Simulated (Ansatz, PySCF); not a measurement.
Reaction (SMILES): [NH][SiH3] -> [NH-][SiH3] (an electron is taken up)
Geometries: B3LYP-D3(BJ)/def2-TZVP minima from Ansatz (a program for electronic structure). Frequencies are from Ansatz or PySCF.

Property: adiabatic electron affinity (0 K, with B3LYP-D3(BJ) harmonic zero-point energies), positive where the reaction releases energy, in eV. Cores are frozen in the correlated levels unless marked. UHF or UKS for open shells. Spin-orbit coupling is left out. Non-relativistic. Anions need diffuse functions: aug- sets have them; def2-D sets add few; the other sets have none. Basis-set limits of correlation are two-point, X^-3; Hartree-Fock from the larger set. The bracket is a focal-point correction in the basis named.

```csv
level,program,adiabatic electron affinity (eV)
SVWN5/def2-TZVPD,Ansatz,?
revPBE-D4/def2-TZVPD,Ansatz + dftd4,2.06
revPBE/def2-TZVPD,Ansatz,1.93
B3LYP/def2-TZVPD,Ansatz,?
PBE0/def2-SVP,Ansatz,?
B2PLYP-D3(BJ)/def2-TZVPD,Ansatz + dftd3,1.94
SCS-MP2/def2-SVPD,Ansatz,1.85
SCS-MP2/cc-pV(T+d)Z,Ansatz,1.79
SCS-MP2/cc-pwCVTZ,Ansatz,1.81
CCSD/6-31G*,Ansatz,0.84
CCSD/aug-cc-pV(T+d)Z,Ansatz,?
"RI-MP2/CBS(aug-cc-pV(T+d)Z,aug-cc-pV(Q+d)Z)+[CCSD(T)-MP2]/aug-cc-pV(T+d)Z",Ansatz,2.10
```

### Question
Complete the blanks.

### Answer

- SVWN5/def2-TZVPD, adiabatic electron affinity (eV): 2.37
- B3LYP/def2-TZVPD, adiabatic electron affinity (eV): 1.95
- PBE0/def2-SVP, adiabatic electron affinity (eV): 1.39
- CCSD/aug-cc-pV(T+d)Z, adiabatic electron affinity (eV): 1.84
